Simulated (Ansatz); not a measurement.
Correlation energies of C$_{9}$H$_{8}$ (`C1=Cc2ccccc2C1`) by basis set

```xyz
17

C    -1.014   -2.107   -0.457
C    -1.324   -1.346    0.602
C    -0.523   -0.130    0.581
C    -0.477    0.954    1.446
C     0.402    1.991    1.168
C     1.222    1.947    0.046
C     1.177    0.861   -0.823
C     0.305   -0.173   -0.551
C     0.041   -1.449   -1.291
H    -1.451   -3.067   -0.698
H    -2.054   -1.586    1.365
H    -1.115    0.993    2.323
H     0.452    2.847    1.832
H     1.901    2.768   -0.153
H     1.820    0.834   -1.697
H     0.941   -2.070   -1.376
H    -0.303   -1.267   -2.317
```

Total charge 0; spin multiplicity 1. Geometry: relaxed with PBE0-D4/def2-TZVP. Frozen core, restricted reference, the Gaussian-basis code of Ansatz. CBS rows extrapolate triple and quadruple zeta; past MP2 they add the triple-zeta difference.

```json
{"basis": "def2-SVP", "HF (Eh)": "-345.21050", "MP2 corr.": "?", "CCSD corr.": "-1.22297", "(T)": "-0.05464", "CCSD(T) total": "?"}
{"basis": "def2-TZVPP", "HF (Eh)": "?", "MP2 corr.": "?", "CCSD corr.": "-1.44815", "(T)": "-0.07832", "CCSD(T) total": "?"}
{"basis": "def2-QZVPP", "HF (Eh)": "-345.59830", "MP2 corr.": "-1.50641", "CCSD corr.": "–", "(T)": "–", "CCSD(T) total": "–"}
{"basis": "CBS(def2)", "HF (Eh)": "-345.60026", "MP2 corr.": "?", "CCSD corr.": "-1.60320", "(T)": "as TZ", "CCSD(T) total": "?"}
```

Task: Fill in the withheld values. (An estimate is asked.)

Result: The calculation gave: def2-SVP MP2 corr.: -1.16948; def2-SVP CCSD(T) total: -346.48811; def2-TZVPP HF (Eh): -345.58407; def2-TZVPP MP2 corr.: -1.41733; def2-TZVPP CCSD(T) total: -347.11054; CBS(def2) MP2 corr.: -1.57239; CBS(def2) CCSD(T) total: -347.28178.
